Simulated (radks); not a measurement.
The mean radii <r> (bohr) of the occupied orbitals of an atom or ion are listed with their occupations. All-electron calculation, scalar-relativistic Kohn-Sham, BLYP, spin-polarised, spherical densities, finite nucleus; Fermi nuclear charge, rms radius of each element as measured or else 0.836 A^(1/3) + 0.57 fm. Program: a radial shooting solver on a logarithmic mesh with Libxc functionals.

orbital  occ.      <r>
1s up       1  0.01774
1s down     1  0.01774
2s up       1  0.07491
2s down     1  0.07491
2p up       3  0.06727
2p down     3  0.06727
3s up       1   0.1939
3s down     1   0.1939
3p up       3   0.1945
3p down     3   0.1945
3d up       5   0.1762
3d down     5   0.1762
4s up       1   0.4319
4s down     1   0.4319
4p up       3   0.4594
4p down     3   0.4594
4d up       5   0.4891
4d down     5   0.4890
5s up       1    1.009
5s down     1    1.005
4f up       7   0.5578
5p up       3    1.177
4f down     7   0.5560
5p down     3    1.171
6s up       1    3.027
5d up       5    1.885
5d down     2    1.953

Name the element and its charge. Open shells, if any, are filled with parallel spins first.

Answer. Z = 76, osmium, charge 0: Os in [Xe] 4f14 5d7 6s1. The 1s radius gives Z: for a bare nucleus <r> = (2 gamma + 1)/(2Z) with gamma = sqrt(1 - (Z/c)^2), 0.01753 bohr for Z = 76, and screening makes it slightly larger (0.01774 here). The occupations add up to 76, and the charge is Z minus that.
